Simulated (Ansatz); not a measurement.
Calculated with Ansatz (gas phase, PBE0-D4/def2-TZVP geometries, no zero-point term in ΔE). CCSD(T)/CBS is the MP2 limit (def2-TZVPP, def2-QZVPP) plus CCSD(T) − MP2 in def2-TZVPP, frozen cores. Each species was taken in one conformer, which may not be the lowest.

Reaction (isomerisation): `FC[SiH2]CS` → `CSC(F)[SiH3]`

`FC[SiH2]CS`:

Z-matrix (Å, degrees):
```
C
Si 1 1.891
F 1 1.395 2 109.2
H 1 1.094 2 111.1 3 119.1
H 1 1.095 2 111.9 3 -119.7
C 2 1.876 1 109.3 3 -60.5
H 2 1.489 1 109.4 3 60.9
H 2 1.490 1 108.6 3 -179.9
S 6 1.814 2 111.4 1 -64.6
H 6 1.091 2 113.1 1 169.8
H 6 1.094 2 108.5 1 50.8
H 9 1.343 6 97.2 2 -54.6
```

`CSC(F)[SiH3]`:

Z-matrix (Å, degrees):
```
C
S 1 1.801
H 1 1.091 2 111.0
H 1 1.090 2 106.9 3 -118.7
H 1 1.089 2 110.5 3 122.8
C 2 1.774 1 101.3 3 -62.2
Si 6 1.906 2 109.0 1 162.9
F 6 1.398 2 112.4 1 -74.9
H 6 1.096 2 109.0 1 42.7
H 7 1.483 6 109.5 2 45.5
H 7 1.484 6 108.4 2 165.7
H 7 1.484 6 108.4 2 -74.9
```

```
       species  HF/CBS(def2) energy (Eh)
  `FC[SiH2]CS`                -865.83415
`CSC(F)[SiH3]`                -865.82266
```

(1) Work out ΔE.

Largest T1 diagnostic among the species: 0.012.

Answers

(1) ΔE = (-865.82266) − (-865.83415) = 0.01149 Eh = +0.31 eV. CCSD(T)/CBS gives +0.27 eV.

From PBE to PBE0 (25 % exact exchange), in def2-TZVPP and without D4, ΔE moves by +0.05 eV.
